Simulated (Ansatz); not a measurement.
CS$_{2}$, charge -1, doublet, at a GFN2-xTB geometry (a state made from the parent by changing its charge; the spin is typed, not shown lowest) (a gas-phase anion, which may not be bound at this level); PBE/aug-cc-pVDZ in Ansatz (an electronic-structure program).

Here is a job for Ansatz.
Ansatz 0.2 input:
```yaml
crystal:
  periodic: [false, false, false]
  atoms:
    - {symbol: S, position_ang: [-1.51923977, 0.08486952, 0.11700503]}
    - {symbol: C, position_ang: [-0.01346990, -0.09837998, -0.46327954]}
    - {symbol: S, position_ang: [1.52429098, -0.04797703, 0.05672480]}
basis:
  gaussian:
    orbitals: aug-cc-pVDZ
hamiltonian:
  xc: pbe
total_charge: -1
magnetization: {spin_polarized: true, initial_magnetization: 1}
```

Problem. Write the output that Ansatz gives for this input, abridged.

Solution. 
```
Functional definition: PBE
890 factors; their error is unknown
mean field evaluation 1: about -22696.9688 eV, gradient 1.5e1 eV
mean field evaluation 2: about -22687.1417 eV, gradient 4.2e1 eV
mean field evaluation 4: about -22698.1105 eV, gradient 1.4e0 eV
mean field evaluation 8: about -22698.1213 eV, gradient 3.1e-2 eV
mean field evaluation 16: about -22698.1098 eV, gradient 2.8e-5 eV
mean field -22698.10979627 eV, -834.1401496816 hartree, gradient 2.8e-5 eV, S^2 0.753263; 3 other end points of the search recorded, 0 dependent functions left out
reference -22698.10983205 eV, -834.1401509963 hartree; 20, 19 occupied and 57, 58 virtual orbitals, 890 factors
Total energy: -22698.10983205 eV, -834.1401509963 hartree
```
